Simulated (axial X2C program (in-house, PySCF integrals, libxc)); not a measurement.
# Spin–orbit effects down a group: molecules with Br, PBE0

Computed with an axial X2C code built on PySCF integrals, spin-free (one-electron X2C) or two-component (2c: spin–orbit coupling with atomic mean-field Coulomb and Gaunt terms, which also bring small scalar terms), in Dyall basis sets with cores contracted in-house; open shells are unrestricted.

Basis sets: Br dyall-cv3z, Lu dyall-cv3z, Sc dyall-cv3z, Y dyall-cv3z.

| molecule | spin-free state | Re (Å) | ωe (cm⁻¹) | De (eV) | 2c state | Re 2c (Å) | ωe 2c (cm⁻¹) | De 2c (eV) |
| --- | --- | --- | --- | --- | --- | --- | --- | --- |
| ScBr | M_S = 1, Λ = 2 | 2.463 | 305.1 | 4.07 | Ω = 1 | 2.464 | 304.7 | 3.98 |
| YBr | M_S = 0, Λ = 0 | 2.530 | 271.6 | 4.65 | Ω = 0 | 2.530 | 271.4 | n/a |
| LuBr | M_S = 0, Λ = 0 | 2.531 | 227.1 | 5.06 | Ω = 0 | 2.531 | 227.3 | n/a |

Task: Work out the shifts from the spin-free to the two-component result.

Result: 

| molecule | 2c state | ΔRe (Å) | Δωe (cm⁻¹) | ΔDe (eV) |
| --- | --- | --- | --- | --- |
| ScBr | Ω = 1 | 0.001 | -0.4 | -0.09 |
| YBr | Ω = 0 | 0.000 | -0.2 | n/a |
| LuBr | Ω = 0 | 0.000 | 0.2 | n/a |

Shifts of one unit in the last digit are rounding.

Each entry is the lowest single determinant of a limited PBE0 search at one distance. De goes to single-determinant-based atoms at the same level (for ions the charge split of lowest energy) and is withheld (n/a) where an atom does not fit its ground term or J level. Main or longest-lived isotopes. One determinant is a doubtful description, or other states lie close, for ScBr, YBr; these need not be ground states, and all values refer to the states named. With several unpaired electrons the Ω given is that of one determinant, not necessarily of the lowest component. Some light 2c atoms are not at their ground J level, so De misses part of their lowering (0.04 eV or less). The functionals have no current term, which raises determinants with orbital currents.
